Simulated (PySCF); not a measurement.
Sn(F)(Br)(Me)2, C2H6BrFSn, SMILES [CH3][Sn]([Br])([CH3])[F], PBE0/def2-SVP optimised geometry.

```
11

C      1.97    -0.93     0.00
Sn    -0.17    -0.93     0.00
C     -1.33     0.86     0.00
F     -0.68    -1.89     1.62
Br    -0.97    -2.38    -1.87
H      2.32    -1.58    -0.81
H      2.35     0.09    -0.14
H      2.30    -1.33     0.97
H     -2.35     0.61     0.30
H     -1.33     1.29    -1.01
H     -0.90     1.58     0.71
```

Density from PBE0/def2-TZVP, def2 effective core potentials past Kr run with PySCF at that geometry. The core electrons that the potentials of Sn replace are not part of the density.

Minimum of the electron density along straight lines between bonded atoms, close to the bond critical point (lines longer than 1.1 times the sum of covalent radii, or with two minima, are not listed):

| bond | length / Å | ρ at the minimum / e bohr⁻³ | ∇²ρ there / e bohr⁻⁵ | position (fraction from the first atom) |
|---|---|---|---|---|
| C1–Sn2 | 2.134 | 0.109 | 0.10 | 0.49 |
| Sn2–C3 | 2.132 | 0.109 | 0.10 | 0.51 |
| Sn2–F4 | 1.946 | 0.115 | [?] | 0.52 |
| Sn2–Br5 | 2.499 | [?] | 0.11 | 0.46 |
| C1–H6 | 1.098 | 0.271 | -0.90 | 0.65 |
| C1–H7 | 1.099 | 0.270 | -0.89 | 0.64 |
| C1–H8 | 1.099 | 0.270 | -0.90 | 0.65 |
| C3–H9 | 1.098 | 0.270 | -0.90 | 0.65 |
| C3–H10 | 1.098 | 0.270 | -0.90 | 0.65 |
| C3–H11 | 1.099 | 0.269 | -0.89 | 0.64 |

What belongs in the gaps?


- Sn2–F4, ∇²ρ there / e bohr⁻⁵: 0.56
- Sn2–Br5, ρ at the minimum / e bohr⁻³: 0.076
